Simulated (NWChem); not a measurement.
Molecule: ZnHBr; SMILES [ZnH][Br]

```xyz
3

Zn     0.0000     0.0000    -1.1458
H      0.0000     0.0000    -2.6751
Br     0.0000     0.0000     1.1051
```
Atoms are numbered in this order, from 1.

All runs: NWChem. All runs use the structure optimised with PBE-D3(BJ)/def2-SVP. B3LYP is NWChem's, with the RPA form of VWN correlation. Vertical excitations in the gas phase; the lowest state need not have the same character in each row.

### Question
Order these by “lowest excitation, singlet (eV)”, lowest first: CAM-B3LYP/def2-SVP, TDA; PBE/def2-SVP, TDA; B3LYP/def2-SVP, TDA; LRC-wPBEh/def2-SVP, TDA.

### Answer
PBE/def2-SVP, TDA (5.78), B3LYP/def2-SVP, TDA (6.08), CAM-B3LYP/def2-SVP, TDA (6.52), LRC-wPBEh/def2-SVP, TDA (6.68)
